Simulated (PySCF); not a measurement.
## Strontium: a sound run and one with changed settings

Sound run: Sr [Kr] 5s2, Sr⁺ [Kr] 5s1. Computed with PySCF 2.14 in x2c-SVPall, with scalar relativity by spin-free X2C-1e. In the sound run the correlated levels freeze [Kr]. The sound run starts from symmetry-adapted Hartree-Fock orbitals and uses a fine grid where one is needed.

A second run was set up differently.

```tsv
species	method	sound run (hartree)	changed run (hartree)	converged
Sr	MP2	-3177.03991	-3177.25866	yes
Sr⁺	MP2	n/a	-3177.05961	yes
```

Ionisation energy of Sr:

| method | sound run (eV) | changed run (eV) |
| --- | --- | --- |
| UHF | 4.774 | 4.774 |
| MP2 | 5.203 | 5.417 |
| SCS-MP2 | 5.288 | 5.459 |

(1) What was changed?
A. minimal basis
B. level shift left on
C. too few SCF iterations
D. all electrons correlated in a valence basis

## Answers

(1) D. A valence basis has no tight correlating functions, so it recovers only part of the core correlation, and not evenly between atom and ion.
